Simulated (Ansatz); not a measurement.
System: ScF3, charge 0, multiplicity 1. SMILES: [F][Sc]([F])[F]
Geometry: optimised at B3LYP-D3(BJ)/def2-TZVP (Ansatz, a first-principles code).

Quantity: vertical triplet-singlet gap (E(triplet) - E(singlet); each state is the SCF solution reached for its spin; the molecule has degenerate orbitals, so one determinant may break the symmetry; for the triplet the Hartree-Fock reference is unstable and T1 is 0.030), in kJ/mol. Cores are frozen in the correlated levels unless marked. Open shells are spin-unrestricted. Spin-orbit coupling is left out. Frozen are the shells of the preceding noble gas and the d and f shells that filled before the atom's block. No relativistic terms. CBS(X,Y): correlation extrapolated as X^-3; Hartree-Fock from the larger set. The program attaches cautions to a run behind CCSD/def2-SVPD: other roots. The program attaches cautions to a run behind CCSD(T)/def2-SVPD: other roots.

```
level                                program  vertical triplet-singlet gap (kJ/mol)
-----------------------------------  -------  -------------------------------------
HF/def2-TZVPPD                        Ansatz                                  642.6
HF/def2-QZVPPD                        Ansatz                                  642.6
SVWN5/def2-TZVPD                      Ansatz                                  603.2
PBE/def2-TZVPD                        Ansatz                                  586.3
r2SCAN/def2-TZVPD                     Ansatz                                  607.8
BHLYP/def2-TZVPD                      Ansatz                                  708.3
CAM-B3LYP/def2-TZVPD                  Ansatz                                  687.3
wB97M-V/def2-TZVPD                    Ansatz                                  718.0
B2PLYP/def2-TZVPD                     Ansatz                                  748.7
RI-MP2/def2-TZVPPD                    Ansatz                                  836.3
RI-MP2/def2-QZVPPD                    Ansatz                                  842.5
RI-MP2/CBS(def2-TZVPPD,def2-QZVPPD)   Ansatz                                  846.9
CCSD/def2-SVPD                        Ansatz                                  793.2
CCSD(T)/def2-SVPD                     Ansatz                                  786.2
```
